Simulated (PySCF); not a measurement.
# Reading the logs of faulty runs: BC3H8

Calculated results; nothing here was measured. They come from PySCF 2.14.0, an open-source quantum chemistry program, on an isolated molecule that a program drew, which may never have been made. The molecule is BC3H8 (charge 0, doublet), drawn as the SMILES string `[BH]C(C)C`.

Each row is a Hartree-Fock (HF) and frozen-core CCSD(T) single point in the cc-pVDZ basis, meant for a local HF minimum. Run 1 is clean. Each other run has one planted mistake out of seven kinds, and not every kind appears here: one electron removed, one electron added, multiplicity raised by two, geometry at a saddle point, minimal basis STO-3G, one bond length entered in bohr, all coordinates scaled. The reference is restricted for singlets and unrestricted otherwise, and also for a bond in bohr. Adding or removing an electron swaps singlet and doublet. Electrons count all cores. HOMO and LUMO are orbital energies over both spins, the gradient is its largest component, and the lowest frequency (negative if imaginary) is given only where the gradient is small. Bond lengths are over the 11 bonds as drawn. T1 is the CCSD diagnostic: over 0.02 (restricted) or 0.045 (unrestricted) a single reference is doubtful.

Geometry of the clean run:
```xyz
12
BC3H8, angstrom
B    -0.1919    0.1485   -1.6606
C    -0.4105    0.3852   -0.1237
C    -1.7432    1.0444    0.2550
C    -0.1231   -0.8597    0.7345
H     0.6587   -0.5346   -2.1622
H     0.3957    1.1157    0.0794
H    -1.7707    1.3012    1.3178
H    -2.5825    0.3711    0.0581
H    -1.9137    1.9578   -0.3179
H    -0.1627   -0.6189    1.8004
H     0.8623   -1.2777    0.5197
H    -0.8638   -1.6436    0.5507
```

```
run,electrons,basis functions,<S^2>,HOMO (eV),LUMO (eV),gradient (hartree/bohr),lowest frequency (cm^-1),mean bond (Å),longest bond (Å),T1,HF (hartree),CCSD(T) (hartree),mistake
1,31,96,0.753,-8.75,2.15,6.8e-06,224,1.2281,1.570,0.0092,-142.87871,-143.44853,no fault
2,31,96,0.753,-8.92,1.98,3.9e-02,-,1.3018,1.664,0.0096,-142.84570,-143.42821,all coordinates scaled
3,31,96,1.207,-9.37,1.86,5.7e-02,-,1.3552,2.967,0.0416,-142.76546,-143.32339,one bond length entered in bohr
4,30,96,0.000,-18.14,-6.24,6.9e-02,-,1.2281,1.570,0.0140,-142.60241,-143.16572,one electron removed
5,32,96,0.000,0.88,8.62,4.4e-02,-,1.2281,1.570,0.0107,-142.79932,-143.40917,one electron added
6,31,28,0.752,-7.32,7.03,2.3e-02,-,1.2281,1.570,0.0042,-141.16133,-141.40220,?
```

**Which mistake was planted in run 6, and what did it cost?**

It has 28 basis functions where the clean run has 96, with the same electrons and geometry. So the mistake is: minimal basis STO-3G. Subtracting run 1 and multiplying by 627.51 kcal/mol a hartree, the energy moved by 1077.7 kcal/mol in HF and 1284.1 kcal/mol in CCSD(T).

Cautions from the logs. Run 5: the HOMO is above zero, so the electron isn't bound and the energy depends on the basis.
